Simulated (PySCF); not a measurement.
GeH6OSi, SMILES O[SiH2][GeH3].

Coordinates come from a ωB97X-D3(BJ)/def2-SVP optimisation. The values are those of a single conformer.

Two levels are set side by side: TDA-PBE/def2-SVPD (PySCF) and TDA-M06-2X/def2-SVPD (PySCF). Vertical, same geometry. The lowest singlet is HOMO→LUMO 97 % with PBE and HOMO→LUMO 89 % with the other functional; states are paired by order. Differences are taken from unrounded values.

```tsv
quantity	TDA-PBE
lowest singlet excitation (eV)	5.60
lowest triplet excitation (TDA) (eV)	5.14
first bright state (f over 0.05) (eV)	6.35
its oscillator strength	0.06
```

Problem. These are the TDA-PBE values. What does TDA-M06-2X give? (An estimate is asked for; the answer gives what the named calculation found.)

Solution. 
```tsv
quantity	TDA-M06-2X	TDA-PBE minus TDA-M06-2X
lowest singlet excitation (eV)	6.17	-0.57
lowest triplet excitation (TDA) (eV)	5.68	-0.54
first bright state (f over 0.05) (eV)	7.66	-1.31
its oscillator strength	0.45	-0.39
```

Functionals without exact exchange tend to place singlet excitations lower, as here. Differences between two approximate levels are no errors against the true value.

Rough cost on one machine, each run with all the roots and properties that it gave: TDA-M06-2X against TDA-PBE about 8 times.
